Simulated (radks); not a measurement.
Lu LVII, 15 electrons, occupied as [Ne] 3s2 3p2 4s1 (not the ground configuration).

Calculated with a radial shooting solver on a logarithmic mesh with Libxc functionals: scalar-relativistic Kohn-Sham, LDA (Slater exchange, Perdew-Wang correlation), spin-polarised, spherical densities, point nucleus; open shells are filled with parallel spins first (spin-orbit coupling, left out, can overturn this in heavy ions).

Energy parts (hartree):
| part | energy |
|---|---|
| total | -11099.3917 |
| kinetic | 12397.5549 |
| electron-nucleus | -24453.8221 |
| Hartree | 1097.4111 |
| exchange-correlation | -140.5354 |

Orbitals (lengths in bohr, moments of r in powers of bohr; <r^-3> diverges for s and p1/2; r(max) is where P^2 peaks; r(90%) holds 90 % of the orbital's charge):
| orbital | occ. | eigenvalue (hartree) | r(90%) | <r^-3> | r(max) | <r^4> |
|---|---|---|---|---|---|---|
| 1s up | 1 | -2483.047 | 0.0351 | - | 0.01214 | 7.065e-07 |
| 1s down | 1 | -2482.694 | 0.0351 | - | 0.01214 | 7.064e-07 |
| 2s up | 1 | -549.0092 | 0.125 | - | 0.06893 | 0.0001018 |
| 2s down | 1 | -548.7010 | 0.125 | - | 0.06894 | 0.0001015 |
| 2p up | 3 | -502.8967 | 0.117 | 17290 | 0.05616 | 0.00007711 |
| 2p down | 3 | -502.5397 | 0.117 | 17290 | 0.05618 | 0.00007694 |
| 3s up | 1 | -220.0432 | 0.284 | - | 0.1853 | 0.002756 |
| 3s down | 1 | -219.0754 | 0.284 | - | 0.1853 | 0.002759 |
| 3p up | 2 | -206.3108 | 0.283 | 4714 | 0.1804 | 0.002689 |
| 3p down | 0 | -205.3412 | 0.283 | 4714 | 0.1803 | 0.002692 |
| 4s up | 1 | -116.8285 | 0.512 | - | 0.3677 | 0.03039 |
| 4s down | 0 | -116.0225 | 0.513 | - | 0.3679 | 0.03061 |

The highest occupied level is 4s up at -3179.1 eV. The configuration is held as typed, so some empty levels lie below it. Summed over all electrons, <r^2> = 0.3744 bohr^2, which gives a Langevin (diamagnetic) susceptibility term of -0.297 x 10^-6 cm^3/mol. The density falls to 0.001 e/bohr^3 at r = 0.81 bohr.
